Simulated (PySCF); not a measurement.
## From a computed spectrum to the compound

A species of 5 atoms with charge 0 has these harmonic modes (PBE, small Gaussian bases with core potentials, PySCF 2.14.0):

```
cm⁻¹  km/mol  symmetry
 218     6.2         e
 218     6.2         e
 305     9.5        a1
 342     2.0         e
 342     2.0         e
 696    73.6        a1
 979   123.0         e
 979   123.0         e
1007    14.1        a1
```

Question: Which species is it, and in which structure?

Answer: ReO3F (singlet):
```xyz
5

Re    0.0135   -0.0135    0.0135
O     1.0216    0.9367    1.0216
O    -0.9367   -1.0216    1.0216
O     1.0216   -1.0216   -0.9367
F    -1.0642    1.0642   -1.0642
```
Ideal gas at 298.15 K and 1 bar: S = 313.7 J/(mol K), Cp = 77.1 J/(mol K), H − H(0 K) = 16.3 kJ/mol (rigid rotor, harmonic modes, spin degeneracy alone). 
 This is one of several that fit.
